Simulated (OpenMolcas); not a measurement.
## Lines of Co⁶⁺: computed and rescaled rates

| Quantity | Value |
| --- | --- |
| Program | OpenMolcas 26.06 |
| Method | MS-CASPT2, IPEA 0.25 Eh, imaginary shift 0.1 Eh (closed shells correlated: 3s 3p) |
| Basis | ANO-R3 [8s5p5d3f2g1h] |
| Scalar Hamiltonian | X2C, finite nucleus |
| Active space | 3 electrons in 5 orbitals (3d) |
| State averaging | 2S+1 = 4 even, 10 roots; 2S+1 = 2 even, 40 roots |
| Spin-orbit coupling | RASSI with atomic mean-field integrals over the reference wave functions, term energies averaged over their components |

Rates come from the transition moments of the reference wave functions (E1 and E2 in the length form). At fixed line strength A goes as λ^-3 for E1 and M1 and as λ^-5 for E2, so a rate at the computed wavelength can be rescaled to the measured one. Measured vacuum wavelengths follow from level energies in Sugar and Corliss, J. Phys. Chem. Ref. Data 10, 1097 (1981). Branching counts decays inside the model space alone, at computed energies, and the table is only a selection of the E2 and M1 lines, drawn from those between levels with measured partners whose computed energy lies within a factor of 1.5 of the measured one.

| Upper | Lower | Type | λ computed (nm) | λ measured (nm) | A computed (s-1) | A rescaled (s-1) | Branching % |
| --- | --- | --- | --- | --- | --- | --- | --- |
| 3d³ ⁴F_5/2 | 3d³ ⁴F_3/2 | M1 | 13960 | 14330 | 1.59e-02 | 1.47e-02 | 100.0 |
| 3d³ ⁴P_5/2 | 3d³ ⁴P_3/2 | M1 | 10850 | 11330 | 1.23e-02 | 1.08e-02 | 10.4 |
| 3d³ ⁴F_7/2 | 3d³ ⁴F_5/2 | M1 | 10480 | 10960 | 3.78e-02 | 3.30e-02 | 100.0 |
| 3d³ ⁴F_9/2 | 3d³ ⁴F_7/2 | M1 | 8675 | 8985 | 4.14e-02 | 3.73e-02 | 100.0 |
| 3d³ ⁴P_5/2 | 3d³ ⁴F_9/2 | E2 | 500.8 | 513.8 | 6.32e-02 | 5.56e-02 | 53.3 |
| 3d³ ⁴P_3/2 | 3d³ ⁴F_7/2 | E2 | 495 | 507.8 | 4.68e-02 | 4.12e-02 | 39.4 |
| 3d³ ⁴P_1/2 | 3d³ ⁴F_5/2 | E2 | 477.5 | 490.2 | 4.41e-02 | 3.87e-02 | 35.6 |
| 3d³ ⁴P_5/2 | 3d³ ⁴F_7/2 | E2 | 473.4 | 486 | 2.68e-02 | 2.35e-02 | 22.6 |
| 3d³ ⁴P_5/2 | 3d³ ⁴F_7/2 | M1 | 473.4 | 486 | 4.99e-03 |  | 4.2 |
| 3d³ ⁴P_3/2 | 3d³ ⁴F_5/2 | E2 | 472.7 | 485.3 | 4.24e-02 | 3.72e-02 | 35.8 |
| 3d³ ⁴P_3/2 | 3d³ ⁴F_5/2 | M1 | 472.7 | 485.3 | 4.47e-03 |  | 3.8 |
| 3d³ ⁴P_1/2 | 3d³ ⁴F_3/2 | E2 | 461.7 | 474 | 7.93e-02 | 6.95e-02 | 64.0 |
| 3d³ ⁴P_3/2 | 3d³ ⁴F_3/2 | E2 | 457.2 | 469.4 | 1.66e-02 | 1.46e-02 | 14.0 |
| 3d³ ⁴P_3/2 | 3d³ ⁴F_3/2 | M1 | 457.2 | 469.4 | 8.20e-03 |  | 6.9 |
| 3d³ ⁴P_5/2 | 3d³ ⁴F_5/2 | E2 | 453 | 465.4 | 7.50e-03 | 6.55e-03 | 6.3 |

Spin-changing lines and M1 lines between different terms are not rescaled, since their strength hangs on the term gaps too.

The largest correction is for 3d³ ⁴P_5/2 → 3d³ ⁴F_5/2 (E2): 7.50e-03 × (453 / 465.4)^5 = 6.55e-03 s-1, a factor of 0.87.

The computed rate and branching of 3d³ ⁴F_5/2 → 3d³ ⁴F_3/2 give the upper level a radiative lifetime of 1.000 / 1.59e-02 s-1 = 6.29e+01 s, counting decays inside the model space alone. The rescaled rate gives about 6.8e+01 s.

These are rates of the free ion; in crystals, glasses and complexes forced electric-dipole and non-radiative decay shorten such lifetimes by orders of magnitude. No measured rate stands beside these. Rescaling mends the energy factor alone: line strengths can still be far off where a level mixes with configurations outside the active space, and weak or spin-changing lines hang on small mixing coefficients that depend on the term gaps too, so rescaling need not improve them.

CASPT2 does not keep the components of a term degenerate, so their means are used; among the terms shown or strongly mixed into the levels shown the widest spread is 980 cm-1 (3d³ ⁴F). Computed and measured levels are paired by configuration, term and J; levels that our copy of the source lacks, or whose pairing is in doubt (as where it misses far off the trend of its configuration), stay unpaired. Levels of configurations outside the active space are missing.
